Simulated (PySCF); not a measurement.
**Gas-phase XPS of tetramethylborate, computed**

Tetramethylborate, C4H12B (charge -1).
SMILES with atom numbers: `[CH3:1][B-:2]([CH3:3])([CH3:4])[CH3:5]`

Cartesian coordinates in Å at the PBE0-D3(BJ)/def2-SVP level; atoms count from 1:
```xyz
17
C4H12B angstrom
C     -0.2573   -1.0798   -1.2228
B     -0.0011    0.0011   -0.0011
C      0.0884    1.5268   -0.6257
C     -1.2491   -0.0794    1.0767
C      1.4144   -0.3623    0.7674
H     -1.2065   -0.8882   -1.7643
H     -0.3105   -2.1261   -0.8574
H      0.5488   -1.0546   -1.9847
H      0.2529    2.2948    0.1579
H     -0.8378    1.8193   -1.1619
H      0.9194    1.6374   -1.3525
H     -2.2269    0.1577    0.6089
H     -1.3537   -1.0875    1.5280
H     -1.1249    0.6305    1.9203
H      1.4009   -1.3747    1.2211
H      2.2857   -0.3380    0.0809
H      1.6434    0.3468    1.5895
```

The calculation used delta-SCF UKS SCAN, pcX-2 on the ionised atom, pcseg-1 elsewhere, spin-free X2C (PySCF 2.14.0). Vertical ΔSCF values, vacuum level as zero.

Task: List the computed XPS lines with their assignment.

Result: 
```tsv
atom(s)	environment	level	binding energy (eV)	count
C1/C3/C4/C5	sp3 carbon bound to boron	C 1s	284.28	4
B2	four-coordinate boron	B 1s	187.72	1
```

Task: Which photon energy gives electrons from B 1s of B2 a kinetic energy of 50 eV, and what is their de Broglie wavelength?

Result: hν = 187.72 + 50 = 237.72 eV, recoil neglected; λ = 12.264 Å/√(E/eV) = 1.73 Å.

Task: Which effective nuclear charge Zeff reproduces each element's mean 1s value in the hydrogen-like formula E = 13.606 eV × Zeff²?

Result: B (Z = 5): mean 187.7 eV, Zeff = 3.71, Z − Zeff = 1.29; C (Z = 6): mean 284.3 eV, Zeff = 4.57, Z − Zeff = 1.43. Means run over the listed sites, weighted by atom count.

Atoms equivalent by their bonding share one computed value, that of the first of them. The species carries charge -1, so core ionisation leaves a neutral species. The basis sets have no added diffuse functions. Isolated species at its PBE0-D3(BJ)/def2-SVP geometry, gas phase.
